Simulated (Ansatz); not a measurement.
GeH7NSSi can be A, `N[SiH2][S][GeH3]`, or B, `N[SiH2][GeH2][SH]`.

Calculated with Ansatz (gas phase, PBE0-D4/def2-TZVP geometries, no zero-point term in ΔE). CCSD(T)/CBS is the MP2 limit (def2-TZVPP, def2-QZVPP) plus CCSD(T) − MP2 in def2-TZVPP, frozen cores. DFT in def2-TZVPP. B3LYP here is the variant with VWN-RPA as its local correlation; programs differ in this. For Ge outer-core shells are correlated without core-valence functions, which leaves a few kJ/mol of doubt a bond. Scalar relativity is left out up to krypton. One conformer a species, not always the lowest.

A:

```xyz
11

N    -2.5607    0.0951   -0.2081
Si   -0.8939   -0.2363   -0.3827
S     0.3566    1.3092    0.4278
Ge    2.2481    0.1424    0.4502
H    -2.9738    0.1535    0.7092
H    -3.0115    0.7279   -0.8491
H    -0.5638   -1.4984    0.3295
H    -0.6215   -0.3784   -1.8343
H     2.3828   -0.6467   -0.8633
H     3.3849    1.1627    0.5822
H     2.2527   -0.8310    1.6388
```

B:

```xyz
11

N     0.922   -1.033   -1.686
Si   -0.232   -0.822   -0.427
Ge    0.292    1.103    0.877
S    -1.279    1.322    2.456
H     0.663   -1.534   -2.521
H     1.896   -1.170   -1.471
H    -0.381   -1.961    0.526
H    -1.552   -0.603   -1.078
H     0.381    2.401    0.050
H     1.592    0.956    1.688
H    -2.302    1.341    1.586
```

(1) Which isomer does CCSD(T)/CBS put lower? Give the gap. (An estimate is asked.)

(2) Give E(B) − E(A) in kJ/mol with CCSD(T)/def2-SVP, PBE0-D4, HF/def2-TZVPP, ωB97M-V, CCSD/def2-TZVPP, B3LYP, r2SCAN-D4. (An estimate is asked.)

(3) Does the order hold for the free energy at 298.15 K (harmonic terms from PBE0-D4)? (Estimate.)

Largest T1 diagnostic: 0.011.

Results:

(1) Ansatz gave: A, by 60.7 kJ/mol.

(2) Ansatz gave: CCSD(T)/def2-SVP 58.4, PBE0-D4 56.2, HF/def2-TZVPP 64.1, ωB97M-V 61.4, CCSD/def2-TZVPP 58.1, B3LYP 53.0, r2SCAN-D4 59.9. None reverses the order clearly.

(3) Ansatz gave: Yes: G(B) − G(A) = +59.5 kJ/mol, for one conformer each. Modes under 60 cm⁻¹, often nearly free rotors, make the harmonic entropy too high.

Leaving LDA and LC-ωPBE aside and taking each functional with its dispersion term where it has one, the values, not all of them listed here, spread over 11.8 kJ/mol, from PBE-D4 to B97M-V. LDA lies +3.6 kJ/mol from PBE without D4. From PBE to PBE0 (25 % exact exchange), in def2-TZVPP and without D4, E(B) − E(A) moves by +4.2 kJ/mol.
